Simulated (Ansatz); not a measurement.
Results of the Gaussian-basis code of Ansatz.

A structure relaxed at PBE0-D4/def2-TZVP, charge 0, multiplicity 1:

Cartesian coordinates in Å:
```
C -1.9853 0.8107 1.1544
O -0.9076 0.2925 0.4472
Hf 0.7081 -0.2765 -0.3816
O 1.9632 1.1600 -0.5815
O 1.5305 -1.7114 0.5927
Se -0.0866 -1.1140 -2.7322
H -1.8320 1.8729 1.3712
H -2.9040 0.7068 0.5690
H -2.1169 0.2770 2.1013
H 2.6319 1.8340 -0.5360
H 1.6926 -2.4809 1.1274
H 1.3062 -1.3711 -3.1318
```

Question: Give its formula and SMILES.

Answer: CH6HfO3Se, `C[O][Hf]([OH])([OH])[SeH]`.

Question: Summarise the bond lengths by kind.

Answer: 1 × C–O 1.389 Å; 3 × C–H 1.094 to 1.095 Å; 3 × Hf–O 1.903 to 1.920 Å; 1 × Hf–Se 2.619 Å; 2 × H–O 0.951 Å; 1 × H–Se 1.472 Å.
